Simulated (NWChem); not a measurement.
Molecule: GaH3S2O; SMILES [Ga]([SH])([OH])[SH]

```xyz
7

Ga     0.2709     0.0163     0.0000
O      2.0458     0.1234     0.0000
H      2.5177    -0.7148     0.0000
S     -0.8149    -1.9047     0.0000
H      0.3098    -2.6540     0.0000
S     -0.7842     1.9372     0.0000
H     -2.0041     1.3554     0.0000
```
Atoms are numbered in this order, from 1.

The geometry was optimised at PBE0/def2-SVP.

Symmetry labels are those of Cs in the frame above (b1 and b2, or b-type labels, depend on it).

Question: List the 4 lowest vertical singlet excitations from PBE0/def2-SVPD, TDA (NWChem).

Answer: 
```tsv
state	energy (eV)	oscillator strength	symmetry	leading excitation (squared amplitude)
S1	5.24	0.000	a"	HOMO → LUMO (0.95)
S2	5.67	0.037	a"	HOMO−1 → LUMO (0.95)
S3	6.07	0.016	a'	HOMO → LUMO+1 (0.75)
S4	6.09	0.000	a"	HOMO → LUMO+2 (0.85)
```
